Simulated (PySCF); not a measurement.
# Nonlinear optical response: SMILES n1cc(B(C)C)ncc1, C$_{6}$H$_{9}$BN$_{2}$

Geometry:
```
atom   x (Å)   y (Å)   z (Å)
  C1  -2.017  -1.217   0.522
  B2  -1.204  -0.004  -0.063
  C3  -1.898   1.120  -0.899
  C4   0.374   0.040   0.086
  C5   1.123  -1.040   0.585
  N6   2.449  -1.027   0.695
  C7   3.055   0.091   0.314
  C8   2.338   1.185  -0.181
  N9   1.020   1.160  -0.300
 H10  -3.083  -0.993   0.675
 H11  -1.974  -2.025  -0.235
 H12  -1.605  -1.647   1.447
 H13  -2.919   1.358  -0.566
 H14  -1.287   2.030  -0.984
 H15  -1.998   0.715  -1.926
 H16   0.618  -1.958   0.905
 H17   4.148   0.129   0.399
 H18   2.858   2.100  -0.487
```

Computed with quadratic response CAM-B3LYP/aug-cc-pVDZ first hyperpolarisability, Taylor convention, gas phase in PySCF. Geometry: PBE0-D3(BJ)/def2-SVP.

(1) Give β for the processes computed.

(2) Which lowest excitations, dipole and polarisabilities go with it?

## Answers

(1) In au, Taylor convention; the vector part is βᵢ = ⅓ Σⱼ (βᵢⱼⱼ + βⱼᵢⱼ + βⱼⱼᵢ); β∥ is 3/5 of the vector part along the dipole, the dipole points from − to +:
```csv
process,λ (nm),β vector norm,β∥,β HRS,depolarisation ratio
"static β(0;0,0)",∞,234.6,-25.3,114.2,3.32
"second harmonic β(−2ω;ω,ω)",1907,254.0,-27.6,123.1,3.36
"Pockels β(−ω;ω,0)",1907,240.8,-26.0,–,–
"second harmonic β(−2ω;ω,ω)",1064,307.4,-33.9,147.5,3.45
"Pockels β(−ω;ω,0)",1064,255.4,-27.8,–,–
```

(2) S1 3.64 eV (f = 0.002); S2 4.35 eV (f = 0.002); S3 5.18 eV (f = 0.218); dipole 0.18 D; isotropic α 99.2 au static, 99.6 au at 1907 nm, 100.5 au at 1064 nm, 100.8 au at 953.5 nm, 104.6 au at 532 nm.
